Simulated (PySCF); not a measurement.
## How many f electrons in CeCl?

Unrestricted PBE0; basis Ce x2c-SVPall, Cl x2c-SVPall; spin-free X2C with a Gaussian nucleus; PySCF 2.14. The search starts from ions with several 4f fillings and holds each by maximum overlap.

The lowest solution of each spin and filling, followed along the bond (rough minima from three points):

| 2Ms+1 | 4f population | ⟨S²⟩ at the start | R at minimum (Å) | Te (eV) |
| --- | --- | --- | --- | --- |
| 4 | 1.10 | 3.75 | 2.51 | 0.00 |
| 2 | 1.15 | 1.49 | 2.50 | 0.01 |
| 4 | 1.54 | 3.75 | 2.58 | 0.15 |
| 2 | 1.59 | 1.75 | 2.58 | 0.36 |

Solutions at the starting distance of 2.470 Å, counted from the lowest; the search is not exhaustive:

```csv
2Ms+1,4f population,E (eV),⟨S²⟩,⟨Lz²⟩,μ (D)
2,1.15,0.00,1.49,5.7,-3.41
4,1.10,0.00,3.75,8.0,-3.93
4,1.31,0.04,3.75,4.0,-3.89
4,1.54,0.20,3.75,9.2,-2.88
4,1.53,0.23,3.75,6.7,-2.84
2,1.12,0.26,0.75,9.0,-2.55
4,1.73,0.27,3.75,9.0,-2.38
4,1.69,0.35,3.75,4.0,-2.23
2,1.59,0.41,1.75,9.7,-3.44
2,1.56,0.42,1.75,6.8,-3.54
2,1.10,0.47,0.76,0.0,-2.55
2,1.11,0.48,1.75,8.0,-2.80
2,0.38,4.62,0.89,4.0,-1.02
```

Partly filled real f orbitals mix terms, so no term symbols are given. A population far from a whole number shows f orbitals mixing with d and ligand orbitals, not a clean configuration. A positive dipole means Ce(−)Cl(+).

Spin–orbit coupling is left out. Counting both spins, an empty level lies below a filled one in some of these solutions, because spin and occupation are held. The state is the lowest single determinant that the PBE0 search found; with open d or f shells the true ground state can be another one.
